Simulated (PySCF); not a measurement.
## Two-component Hartree-Fock for Ho⁴⁹⁺ (holmium, charge +49)

Start: [Ar]. Calculated with PySCF 2.14 in an even-tempered Gaussian basis (18 s from 13 bohr⁻², ratio 2.4; 14 p from 16 bohr⁻², ratio 2.4; 4 d from 62 bohr⁻², ratio 2.6; 4 f from 93 bohr⁻², ratio 2.6): generalised Hartree-Fock with the X2C-1e Hamiltonian and a Gaussian nucleus; one run each with spin-orbit coupling (SO) switched off, then screened by Boettger's factors.

| spinor shell | electrons | ε, spin-free (eV) | ε, screened SO (eV) | weight of nominal j (screened SO) | rms radius, screened SO (bohr) |
| --- | --- | --- | --- | --- | --- |
| 1s1/2 | 2 | -59171.0 | -59159.7 | 1.000 | 0.0236 |
| 2s1/2 | 2 | -12646.3 | -12643.0 | 1.000 | 0.0941 |
| 2p1/2 | 2 | -11577.7 | -12194.8 | 1.000 | 0.0803 |
| 2p3/2 | 4 | -11577.7 | -11317.9 | 1.000 | 0.0867 |
| 3s1/2 | 2 | -4877.7 | -4876.7 | 1.000 | 0.228 |
| 3p1/2 | 2 | -4538.8 | -4693.0 | 1.000 | 0.218 |

Q: Where does 3p3/2 lie, and what is the 3p spin-orbit splitting (screened SO)?

A: At -4472.9 eV, 220.10 eV above 3p1/2.

| quantity | spin-free | screened SO |
| --- | --- | --- |
| E (hartree) | -10352.93720 | -10362.58001 |
| M_J | 0 | 0 |
| ⟨J²⟩ | 0.000 | 0.000 |
| ⟨L²⟩ | 0.000 | 0.035 |
| ⟨S²⟩ | 0.000 | 0.035 |

Breit and QED terms are absent; they matter most for the inner s and p1/2 levels.

Densities and radii are taken from the X2C orbitals without a picture-change correction, which distorts them close to the nucleus.

Without spin-orbit coupling the j labels of p, d and f shells carry no meaning; the spin-free column gives the mean over the occupied spinors of each nl shell.
